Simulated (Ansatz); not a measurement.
Basis-set extrapolation for C₂H₇ClO₂Si₂ (`C=C[Si](O)(Cl)O[SiH3]`) (PBE0-D4/def2-TZVP geometry, frozen core, Ansatz 0.2.0). Multiplicity 1, RHF reference.

```csv
,def2-TZVPP,def2-QZVPP
HF,-1267.246012,-1267.288657
MP2 correlation,-1.217975,-1.316368
CCSD(T) correlation,-1.328165,not run
```

Energies in hartree. Use E(X) = E(∞) + A·exp(−7.88·√X) for Hartree–Fock and E(X) = E(∞) + B·X^(−2.97) for correlation, with X = 3 and 4, and add CCSD(T) minus MP2 of the smaller set to the MP2 limit.

**Question.** What is the CCSD(T) energy at the basis-set limit?

**Answer.** HF limit: -1267.288657 + (-0.042645) × 0.13774 = -1267.29453. MP2 limit: -1.316368 + (-0.098393) × 0.74074 = -1.38925. Higher-order term: -1.328165 − (-1.217975) = -0.11019. Total: -1268.79397 hartree, 5.98 eV below CCSD(T)/def2-TZVPP.
